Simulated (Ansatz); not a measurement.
`C[SiH2]P` + `CCBS` → `CCBSC` + `[SiH3]P`  (substitution at a C–Si bond)

Calculated with Ansatz (gas phase, PBE0-D4/def2-TZVP geometries, no zero-point term in ΔE). CCSD(T)/CBS is the MP2 limit (def2-TZVPP, def2-QZVPP) plus CCSD(T) − MP2 in def2-TZVPP, frozen cores. This one scheme is used for every species. One conformer a species, not always the lowest.

```
   species  HF/def2-QZVPP energy (Eh)
`C[SiH2]P`                 -671.68210
    `CCBS`                 -502.12281
   `CCBSC`                 -541.16814
 `[SiH3]P`                 -632.61731
```

(1) Work out ΔE.

Largest T1 diagnostic among the species: 0.013.

Results:

(1) ΔE = (-541.16814) + (-632.61731) − (-671.68210) − (-502.12281) = 0.01946 Eh = +51.1 kJ/mol. CCSD(T)/CBS gives +50.1 kJ/mol.
